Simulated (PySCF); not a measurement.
Al2Cl3H3.
Z-matrix (Å and degrees, PBE0-D3(BJ)/def2-SVP geometry), rows numbered from 1:
```
Cl
Al  1  2.0986
Cl  2  2.2901  1  107.23
Al  3  2.3256  2   90.17  1  -109.78
Cl  2  2.2965  1  109.31  3   -96.88
H   2  1.5657  1  123.26  3   131.36
H   4  1.5745  3  108.31  2   108.17
H   4  1.5754  3  107.59  2  -108.77
```

Computed with MP2 and CCSD/aug-cc-pVDZ in PySCF, restricted Hartree–Fock reference, frozen core, non-relativistic, gas phase, PBE0-D3(BJ)/def2-SVP geometry.

E(HF) = -1864.33640 Eh.

Q: How large is the problem?

A: 162 basis functions and 80 electrons; 25 orbitals frozen, which leaves o = 15 correlated occupied and v = 122 virtual orbitals. That is o·v = 1830 singles and o·v(o·v + 1)/2 = 1675365 distinct closed-shell doubles amplitudes before symmetry; the costliest CCSD step grows as o²v⁴ = 5.0 × 10^10.

Q: What are the MP2 and CCSD correlation energies?

A: MP2 -0.5821 Eh and CCSD -0.6400 Eh, which gives totals of -1864.91847 and -1864.97636 Eh. That is 0.580 eV for each correlated electron at CCSD (1680 kJ/mol in all, 0.034 % of the total energy); MP2 gives 91.0 % of the CCSD value.

Q: What is the T1 diagnostic?

A: 0.0090, below the customary warning level of 0.02. It is the norm of the spatial-orbital singles amplitudes over the root of the number of correlated electrons, so the norm is 0.049.

Q: How does correlation change the dipole moment?

A: HF gives 1.68 D and CCSD (unrelaxed density) 1.53 D, a change of -0.15 D.

No triples correction and no basis-set extrapolation were made.

The job also held the EOM ionisation roots. The run took 12 min wall, 7.4 min CPU on an AMD EPYC 7571 with one thread, shared host with 96 logical CPUs at a one-minute load of 72, and the process peaked at 2.9 GiB of memory.
